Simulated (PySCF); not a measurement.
# Working out the ionisation energy of Ca⁺

Ca⁺ [Ar] 4s1 (2S) → Ca²⁺ [Ar] (1S). All numbers are calculated (PySCF 2.14, scalar relativity by spin-free X2C-1e, in aug-cc-pwCVTZ-X2C (9s8p6d3f, 84 functions)). Frozen: nothing. Energies in hartree (1 hartree = 27.21139 eV):

```
            part  Ca⁺ (lower)  Ca²⁺ (upper)
             UHF  -679.447951   -679.030580
CCSD correlation    -0.313136     -0.296746
             (T)    -0.006585     -0.005416
```

Question: What does Hartree-Fock give?

Answer: (-679.030580) − (-679.447951) = 0.417371 hartree = 11.357 eV.

Question: What do CCSD and CCSD(T) give?

Answer: The CCSD correlation energies differ by 0.016390 hartree = 0.446 eV and the triples by 0.001169 hartree = 0.032 eV, so CCSD gives 11.803 eV and CCSD(T) 11.835 eV.

Measured between the centres of the two terms (NIST): 11.872 eV, so CCSD(T) (all electrons) is off by -0.037 eV.

What remains against the reference includes basis incompleteness and higher excitations.
